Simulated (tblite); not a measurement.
Compound: C4H4F3 (doublet state).
Cartesian coordinates in Å at the GFN2-xTB level; atoms count from 1:
```
atom  x, y, z in Å
C1    -1.7165   -0.4391   -0.0912
C2    -0.2563   -0.5164    0.1301
C3     0.6043    0.5318   -0.0931
F4     0.1110    1.7090   -0.5401
C5     1.9694    0.5084    0.0972
F6     2.7943    1.5224   -0.1176
F7     2.6170   -0.5687    0.5353
H8    -2.0082    0.5453   -0.4460
H9    -2.2506   -0.6590    0.8348
H10   -2.0267   -1.1897   -0.8205
H11    0.1676   -1.4414    0.4850
```

Computed values, GFN2-xTB/tblite, gas phase, harmonic and unscaled. Errors from tens to a few hundred cm⁻¹ against measured bands are possible. One conformer, not necessarily the lowest. Open shells enter through the occupations alone, without spin polarisation, and single modes of such species can be off by tens of per cent.

Harmonic wavenumbers (cm⁻¹): 100.2, 125.8, 145.7, 155.2, 256.5, 285.6, 361.8, 477.7, 483.1, 540.8, 698.2, 772.0, 999.1, 1007.0, 1031.1, 1154.2, 1229.2, 1251.6, 1393.4, 1442.0, 1444.7, 1499.7, 1531.0, 2968.5, 2992.3, 3060.5, 3113.4.

A = 4835, B = 1762, C = 1302 MHz; mass 109.027 u (most abundant isotopes); point group Cs, symmetry number 1; spin multiplicity 2.

Q: What is the zero-point energy?

A: ½Σν̃ = 15260 cm⁻¹ = 182.55 kJ/mol.

Q: Give the ideal-gas entropy at 350 K and 1 bar in the rigid-rotor, harmonic-oscillator model (classical rotation).

A: Translation 170.70, rotation 118.16, vibration 94.17, spin (R ln 2) 5.76: S = 388.8 J/(mol K).

Q: And Cp and H(350 K) − H(0)?

A: Cp = 128.58 J/(mol K), of which vibrations give 95.32 (their classical limit is 27 R = 224.5); H(350 K) − H(0) = 29.49 kJ/mol without the zero-point energy, 17.85 from vibrations.

Q: What must be added to the electronic energy to get the Gibbs energy at 350 K and 1 bar?

A: ZPE + [H(350 K) − H(0)] − T·S = 182.55 + 29.49 − 136.08 = 75.96 kJ/mol.

Q: Which modes carry the vibrational entropy at 350 K?

A: 100.2 cm⁻¹: 15.75; 125.8 cm⁻¹: 13.89; 145.7 cm⁻¹: 12.70; 155.2 cm⁻¹: 12.19; 256.5 cm⁻¹: 8.25; 285.6 cm⁻¹: 7.44 J/(mol K); the other 21 give 23.95 together.

Q: Blend soft modes into free rotors: weight 1/[1 + (100 cm⁻¹/ν̃)⁴] for the oscillator and the rest for a rotor with moment μB/(μ + B), μ = h/(8π²ν), B = 10⁻⁴⁴ kg m². What vibrational entropy results?

A: 91.50 J/(mol K) in place of 94.17, which changes −T·S at 350 K by +0.93 kJ/mol.

Q: How do the functions run with temperature in this model?

A: 
| T (K) | S (J/(mol K)) | Cp (J/(mol K)) | H − H(0) (kJ/mol) | G − H(0) (kJ/mol) | ln q(vib) |
| --- | --- | --- | --- | --- | --- |
| 150 | 301.9 | 81.2 | 8.32 | -36.96 | 1.59 |
| 250 | 349.4 | 106.3 | 17.73 | -69.62 | 3.41 |
| 298.15 | 369.1 | 117.3 | 23.12 | -86.93 | 4.27 |
| 400 | 406.6 | 138.8 | 36.18 | -126.47 | 6.06 |
| 600 | 469.5 | 171.2 | 67.39 | -214.29 | 9.36 |
| 900 | 545.1 | 201.0 | 123.65 | -366.93 | 13.82 |

q(vib) and H(0) count from the zero-point level.

Hindered rotation and anharmonicity are outside this model. Other conformers, if any are populated, would add a mixing term that is left out.
